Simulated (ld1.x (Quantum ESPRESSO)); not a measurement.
## What one change does to a pseudopotential (indium, TM)

```
Element                 : indium
Generator               : ld1.x (Quantum ESPRESSO) 7.5
Type                    : norm-conserving Troullier–Martins (Kleinman–Bylander form)
Functional              : PBEsol
Relativity              : scalar-relativistic
Frozen core             : [Kr] 4d10
Valence charge          : 3
Reference configuration : 5s2 5p0 (charge +1)
Partial waves           : 5s (bound): rc 1.90 bohr; 5p (bound, empty): rc 2.45 bohr; 5d channel at 0.25 Ry: rc 2.60 bohr
Local potential         : the d channel
Core correction         : a·sin(br)/r model core, default radius (core density twice the valence density)
```

Change: all radii but the core radius scaled by about 0.73 (s 1.38, p 1.78, d 1.90 bohr).

Cutoffs: the cutoffs (Ry, on a coarse ladder) from which the occupation-weighted sum of valence levels, in a spherical-Bessel basis at the reference potential, stays within 10 and 1 mRy of its value at 400 Ry; they do not see the model core or the augmentation charge, which bear on the density cutoff. Errors are all-electron minus pseudo energies relative to the spin-unpolarised reference configuration.

**Question.** How do hardness, ghosts and transferability respond?

**Answer.** The potential gets harder (12 Ry and 40 Ry → 110 Ry and 180 Ry); both files keep a bound ghost (p, s); of the 7 tests that both files solve, the error grows in 0 and shrinks in 6 by more than 15 % and 0.3 meV (median size 26.4 → 16.2 meV). A smaller radius makes the pseudo-wave follow the all-electron one further in, where it bends more sharply, so more plane waves are needed. Less of the atom is replaced, so other configurations are described better.

```csv
quantity,base,changed
"cutoff, loose",12 Ry,110 Ry
"cutoff, tight",40 Ry,180 Ry
bound ghosts,"s, p","s, p"
"error for 5s2 5p1, meV [ΔE -5.36 eV]",-20,-13
"error for 5s1 5p0, meV [ΔE 19.28 eV]",-145,-142
"error for 5s2 5p0.5, meV [ΔE -3.42 eV]",-6.5,-4.7
"error for 5s2 5p1.3, meV [ΔE -5.89 eV]",-26,-16
"error for 5s1 5p2, meV [ΔE 0.52 eV]",-11,+1.9
"error for 5s0 5p3, meV [ΔE 6.65 eV]",-54,-17
"error for 5s1 5p1, meV [ΔE 6.65 eV]",-27,-18
```

 A true bound ghost makes a file unfit for plane-wave use even where its test errors are small: the radial tests pick states by their node count and pass the ghost by.
